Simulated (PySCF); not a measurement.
ZrH₃: from structure and modes to constants

Computed with UPBE0 in PySCF with Zr def2-TZVP with ECP28, H def2-TZVP; scalar-relativistic core potentials, no spin–orbit coupling; density-fitted integrals.

The doublet minimum has C3v symmetry. Masses (u): Zr 89.90470, H 1.00782.

```xyz
4
charge 0 multiplicity 2, angstrom
Zr    0.0000    0.0000   -0.0108
H     1.8262    0.0000    0.3222
H    -0.9131    1.5815    0.3222
H    -0.9131   -1.5815    0.3222
```

Harmonic wavenumbers (cm⁻¹): 265.9 (a1, ×1), 668.5 (e, ×2), 1648.4 (e, ×2), 1679.2 (a1, ×1).

Problem. Find the principal moments of inertia and the rotational constants. What kind of rotor is it?

Solution. About the centre of mass I = 5.3662, 5.3662, 10.083 u Å². With B = 16.8576/I this gives 3.141, 3.141, 1.672 cm⁻¹. The molecule is an oblate symmetric top.

Problem. What is the harmonic zero-point energy?

Solution. Half the sum of all 6 wavenumbers, 6579/2 = 3289 cm⁻¹, which is 39.4 kJ/mol (1 cm⁻¹ = 0.0119627 kJ/mol).

Problem. Find the vibrational entropy and heat capacity at 298.15 K.

Solution. With u = 1.43878 ω/T, each mode gives S = R[u/(eᵘ−1) − ln(1−e⁻ᵘ)] and C = R u² eᵘ/(eᵘ−1)².
```
   ω (cm⁻¹)      u  S (J/(mol K))  C (J/(mol K))
      265.9  1.283           6.79           7.26
 668.5 (×2)  3.226           1.45           3.73
1648.4 (×2)  7.955           0.03           0.18
     1679.2  8.103           0.02           0.17
```
The sums over all modes are S = 9.8 and C = 15.2 J/(mol K); the softest mode gives 70 % of the entropy (each member, where degenerate).

Problem. Give the standard entropy (298.15 K, 1 bar) by its translational, rotational, vibrational and spin parts, and Cp.

Solution. Sackur–Tetrode with M = 92.93 u gives 165.4; rotation with symmetry number 3 gives 63.0; vibration 9.8; spin R ln 2 = 5.8. The total is 243.9 J/(mol K), and Cp = 4 R + 15.2 = 48.5 J/(mol K).

Other isomers or separated fragments may lie lower. Other spin states or occupations of the open shell can lie lower.
